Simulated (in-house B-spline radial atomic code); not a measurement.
**RPA and G0W0 on LDA exchange-only: Pb IV (Pb3+)**

Configuration [Xe] 4f14 5d10 6s1, highest spin, mean-field start LDA exchange-only. Computed with a B-spline radial code for spherical atoms: all electrons, scalar-relativistic (spin-free one-electron X2C), finite nucleus, each spin shell either full or empty, empty states to l = 9 with an (l + 1/2)⁻⁴ tail; G0W0 by contour deformation at full frequency.

Without the two-electron picture change, the correlation of inner shells comes somewhat too large for so heavy an element.

RPA overbinds a lone outer s electron by self-correlation, and G0W0 tends to as well.

Command:
```bash
python run_gw.py task.json out
```
Settings (radii: box in bohr, nucleus in fm):
```
Z                        82
electrons                79
configuration            [Xe] 4f14 5d10 6s1
hamiltonian              x2c
method                   lda,
lmax                     9
rms_radius               5.5012
spin_polarised           True
box_radius               14.14
intervals                68
ion_configuration        [Xe] 4f14 5d10
```

Run time, properties included: 24 s on 1 thread of Arm Neoverse N1, on a shared host.

Energies (hartree):

```csv
term,value
mean-field total,-20863.23927
Hartree-Fock functional on these orbitals,-20878.23429
direct second order,-8.1919
second-order exchange,2.0257
SOSEX correction,1.9038
```

Question: What is the RPA correlation energy, and what remains with SOSEX?

Answer: RPA gives -7.1825 hartree (-2.47 eV per electron); RPA + SOSEX gives -5.2786, and the second-order doubles -6.1662 hartree (no singles). RPA lacks exchange-type terms and so overcorrelates at short range.

Quasi-particle levels (eV):

```
  level  occupied  mean field  Σx - vxc     Σc  QP weight    G0W0
  6s up       yes      -37.12     -4.15      ?          ?       ?
5d down       yes      -47.68    -10.18   0.43      0.880  -57.43
  5d up       yes      -48.12    -10.20   0.49      0.872  -57.84
6s down        no      -35.78      6.26  -3.01      0.950  -32.52
```

G0W0 = mean field + (Σx - vxc) + Σc, with Σc (partial-wave tail included) taken at the quasi-particle energy. Only the outer levels were computed. Levels of low weight are left out.

Question: Where does G0W0 put 6s up?

Answer: At -43.27 eV, with Σc = -2.00 eV and a quasi-particle weight of 0.956. The tabulated removal energy is 42.333 eV (NIST, measured); the calculation leaves out spin-orbit coupling, Breit and QED terms, and what these don't explain is the method's own error.

Question: What does it cost to remove one electron (to [Xe] 4f14 5d10) by differences of total energies, each species on its own start (correlation terms add to the Hartree-Fock functional)?

Answer: LDA exchange-only 42.08 eV, Hartree-Fock functional 40.56 eV, + RPA 42.94 eV, + RPA + SOSEX 42.20 eV, + second order 43.57 eV. Tabulated: 42.333 eV (NIST, measured); the calculation leaves out spin-orbit coupling, Breit and QED terms, and what these don't explain is the method's own error.
